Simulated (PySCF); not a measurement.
Structure problem from calculated spectra and properties.

Elements present: C, F, H and O. Monoisotopic mass: 202.0053 u.

| Item | Value |
| --- | --- |
| NMR, other nuclei | isotropic shieldings of nuclei other than C and H, by class: -130 (1 O), 133 (1 O), 266 (3 F), 293 (2 F) ppm [GIAO PBE0/pcSseg-1] |
| 13C NMR | chemical shifts (computed TMS as zero) by class: 157.9 (1 C), 128.1 (1 C), 112.3 (1 C), 89.9 (1 C), 77.5 (1 C), 54.8 (1 C) ppm [GIAO PBE0/pcSseg-1] |
| Rotational structure | rotational constants A, B, C: 1.591, 0.349, 0.339 GHz [GFN2-xTB] |
| 1H NMR | chemical shifts (computed TMS as zero) by class: 4.06 (3 H) ppm [GIAO PBE0/pcSseg-1] |
| Dipole | 3.34 D [PBE0/pcSseg-1] |

Gas-phase values; electronic properties from PySCF, density fitting. Levels stand in brackets. Geometry: GFN2-xTB, one conformer, isolated molecule. NMR classes are plain means over equivalent atoms (diastereotopic ones count apart unless rotation or inversion swaps them), as if these changed places fast.

Question: Which formula fits the mass and the elements?

Answer: C6H3F5O2 (calculated 202.0053). No other formula that holds each of these elements comes within 0.0003 u with a fitting electron parity and a possible valence count.

Question: Give a SMILES that accounts for the data.

Answer: Numbering: `[CH3:1][O:2][C:3](=[O:4])[C:5]#[C:6][C:7]([F:8])([F:9])[C:10]([F:11])([F:12])[F:13]`. Its formula, C6H3F5O2, gives 3 degrees of unsaturation: 0 rings and 3 π bonds in the structure found. 6 carbons fall into 6 classes; from least to most shielded: ester carbonyl carbon [C3] (157.9 ppm), CF3 carbon [C10] (128.1 ppm), CF2 carbon [C7] (112.3 ppm), alkyne carbon [C5] (89.9 ppm), alkyne carbon [C6] (77.5 ppm), methoxy carbon [C1] (54.8 ppm). All hydrogens form one class (4.06 ppm): methyl hydrogen. The other shieldings belong to: -130 ppm, ester carbonyl oxygen [O4]; 133 ppm, ester single-bonded oxygen [O2]; 266 ppm, fluorine of a CF3 group [F11/F12/F13]; 293 ppm, fluorine of a CF2 group [F8/F9]. The optimised geometry has point group C1 and is an asymmetric top. Structure: `COC(=O)C#CC(F)(F)C(F)(F)F`. The assignments are read from this structure; whether some other isomer fits the data as well wasn't checked.

Conformer computed: `[CH3:1][O:2][C:3](=[O:4])[C:5]#[C:6][C:7]([F:8])([F:9])[C:10]([F:11])([F:12])[F:13]`: C1–O2–C3–O4 0°, C6–C7–C10–F11 -60°.
